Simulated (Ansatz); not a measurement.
C₃H₃F₅ (`FCC(F)(F)C(F)F`). The species carries charge 0 and has multiplicity 1. The structure was optimised at the PBE0-D4/def2-TZVP level. It is one conformer, not always the lowest.

```xyz
11

F    -1.752    0.800   -0.531
C    -0.578    1.183    0.068
C     0.502    0.170   -0.250
F     0.769    0.176   -1.575
F     1.622    0.542    0.405
C     0.134   -1.266    0.134
F     1.189   -2.070   -0.075
F    -0.177   -1.301    1.448
H    -0.268    2.154   -0.324
H    -0.723    1.237    1.148
H    -0.719   -1.625   -0.448
```

What is the dipole moment at B3LYP/def2-TZVPP? (An estimate is asked.)

Ansatz gave: 1.63 D, with components (-1.12, 1.15, 0.28) D in this frame, pointing from negative to positive charge.

And with PBE, r2SCAN, ωB97M-V? (Estimate.)

Ansatz gave: PBE 1.49 D, r2SCAN 1.57 D, ωB97M-V 1.62 D.

Give the Mulliken charges with B3LYP, ωB97M-V, PBE in def2-TZVPP. (Best estimate.)

Computed: 
| atom | B3LYP | ωB97M-V | PBE |
| --- | --- | --- | --- |
| F1 | -0.23 | -0.22 | -0.19 |
| C2 | 0.04 | 0.01 | 0.01 |
| C3 | 0.36 | 0.29 | 0.28 |
| F4 | -0.19 | -0.17 | -0.14 |
| F5 | -0.19 | -0.17 | -0.14 |
| C6 | 0.29 | 0.26 | 0.22 |
| F7 | -0.18 | -0.17 | -0.14 |
| F8 | -0.20 | -0.18 | -0.15 |
| H9 | 0.11 | 0.12 | 0.10 |
| H10 | 0.11 | 0.12 | 0.10 |
| H11 | 0.09 | 0.11 | 0.07 |

B3LYP here is the variant with VWN-RPA as its local correlation; programs differ in this.
